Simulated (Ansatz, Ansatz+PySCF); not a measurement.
```xyz
3

S     0.0000    0.0000   -0.2080
H     0.0000    1.9430    1.6643
H     0.0000   -1.9430    1.6643
```

Basis set: 6-31G (spherical functions). Correlated methods keep 5 orbitals frozen. Charge 0, multiplicity 1.

Computed with Ansatz (development build ahead of 0.2.0); each method stands on the lowest determinant of its kind that the runs found. Restricted open shells among the atoms or ions are ROHF, correlated in semicanonical orbitals with singles. Restricted functionals stand beside restricted open-shell atoms, which can lie above the unrestricted atoms usual in DFT and then raise those values.

Problem. Give the atomization energy at this shape (free ground-state atoms in the same class of orbitals less the molecule, no zero-point energy) of singlet H₂S by PBE0 (unrestricted), PBE0 (restricted), RHF-CCSD(T), UHF-CCSD(T), UHF-MP2, RHF-MP2, UHF.

Solution.

```tsv
method	atomization energy
PBE0 (unrestricted)	0.46 eV
PBE0 (restricted)	-1.17 eV
RHF-CCSD(T)	0.76 eV
UHF-CCSD(T)	0.39 eV
UHF-MP2	0.15 eV
RHF-MP2	-1.68 eV
UHF	0.10 eV
```

Caution: the shape is not the minimum. Caution for PBE0 (unrestricted), PBE0 (restricted): charge can spread falsely over distant fragments. Caution for PBE0 (unrestricted), UHF-CCSD(T), UHF-MP2, UHF: the unrestricted determinant is a mixture of spin states. Caution for PBE0 (restricted), RHF-CCSD(T), RHF-MP2: an unrestricted determinant lies well below. Caution for PBE0 (restricted), RHF-MP2: the molecule lies well above its atoms at this level. Caution for RHF-CCSD(T), UHF-CCSD(T), UHF-MP2, RHF-MP2: large amplitudes, a single reference is doubtful. Caution for RHF-CCSD(T), UHF-CCSD(T): the program doubts this total. Caution for UHF-CCSD(T), UHF-MP2: a plain start can end on a higher determinant.

This basis has no polarisation functions and is too small for such energies, which can lie far from measured ones in either direction.
